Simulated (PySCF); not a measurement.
# A search over the determinants of AlAs

Unrestricted PBE0; PySCF, no relativity, basis sets Al def2-TZVPPD, As def2-TZVPPD. Outer shells of the fragments: Al 3s2 3p1; As 3d10 4s2 4p3.

Followed along the bond (rough minima from three points):

| 2Ms+1 | unpaired | ⟨S²⟩ at the start | R at minimum (Å) | Te (eV) |
| --- | --- | --- | --- | --- |
| 3 | π ↑↑ | 2.01 | 2.54 | 0.00 |
| 3 | σ ↑, π ↑ | 2.02 | 2.31 | 0.01 |
| 1 | σ ↓, π ↑ | 1.02 | 2.30 | 0.16 |
| 1 | π ↑↓ | 1.01 | 2.54 | 0.30 |
| 1 | none | 0.00 | none in the scan | ≤ 0.89 |

Solutions found at the starting distance of 2.370 Å, counted from the lowest of them; the search is not exhaustive and high or unbound solutions are not listed, so other states can lie among these:

| 2Ms+1 | unpaired | term | E (eV) | ⟨S²⟩ | ⟨Lz²⟩ | μ (D) |
| --- | --- | --- | --- | --- | --- | --- |
| 3 | σ ↑, π ↑ | ³Π | 0.00 | 2.02 | 1.01 | -2.36 |
| 3 | π ↑↑ | ³Σ⁻ | 0.08 | 2.01 | 0.00 | -0.12 |
| 1 | σ ↓, π ↑ | mixed | 0.16 | 1.02 | 1.01 | -2.51 |
| 1 | π ↑↓ | mixed | 0.38 | 1.01 | 2.02 | -0.06 |
| 1 | none | ¹Σ⁺ | 1.11 | 0.00 | 0.00 | -3.82 |
| 1 | none | mixed | 1.31 | 0.00 | 2.01 | 0.15 |
| 5 | σ ↑, π ↑↑↑ | ⁵Π | 1.82 | 6.01 | 1.01 | 0.53 |
| 3 | σ ↑, π ↑↑↓ | mixed | 2.28 | 3.02 | 3.03 | 0.44 |
| 3 | σ ↓, π ↑↑↑ | mixed | 2.46 | 3.03 | 1.01 | 0.78 |
| 1 | σ ↑, π ↑↓↓ | mixed | 2.68 | 2.03 | 3.04 | 0.90 |

A term symbol is given only where ⟨S²⟩ and ⟨Lz²⟩ are close to those of a pure state; real π, δ and φ orbitals otherwise mix terms. A positive dipole means Al(−)As(+).

Q: Compare the gap between the two lowest followed solutions at the starting distance with the gap between their minima.

A: At PBE0 the second solution (triplet, unpaired electrons σ ↑, π ↑) lies -0.08 eV from the first (triplet, unpaired electrons π ↑↑) at 2.370 Å and +0.01 eV at the minima; the two curves relax by different amounts, since their minima lie near 2.31 and 2.54 Å. A gap this small is a tie at this level.

Spin–orbit coupling is left out.
